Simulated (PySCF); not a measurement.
Gas-phase reaction: WO3 + H + OH → WO2(OH)2

Computed with PySCF (xtb for GFN2) and rigid-rotor harmonic-oscillator thermochemistry at 1 bar. † marks an energy on the PBE0/def2-TZVP geometry and frequencies; other levels use their own. MP2 and CCSD(T) freeze the core. Open shells (unrestricted): H (multiplicity 2), OH (multiplicity 2); the rest are closed-shell singlets. GFN2 has no spin-polarisation term. Spin-orbit splitting is ignored; it lowers the true energy and changes the entropy of OH. W: scalar-relativistic def2 core potential, no spin-orbit coupling. MP2 isn't extrapolated to the basis-set limit. CCSD(T) isn't extrapolated to the basis-set limit. Warning, large T1 diagnostic: WO2(OH)2, WO3 (CCSD(T)/def2-SVP†). Warning, point group unlike the PBE0 one: WO2(OH)2 (GFN2-xTB).

```csv
level,"ΔH°(298 K), kJ"
BLYP/def2-TZVP†,-790
CCSD(T)/def2-SVP†,[?]
GFN2-xTB,-970
MP2/def2-TZVPP†,[?]
PBE0/def2-TZVP,[?]
r2SCAN/def2-TZVP†,-823
```

Problem. Complete the blanks.

Solution. 
- CCSD(T)/def2-SVP†, ΔH°(298 K), kJ: -791
- MP2/def2-TZVPP†, ΔH°(298 K), kJ: -813
- PBE0/def2-TZVP, ΔH°(298 K), kJ: -822
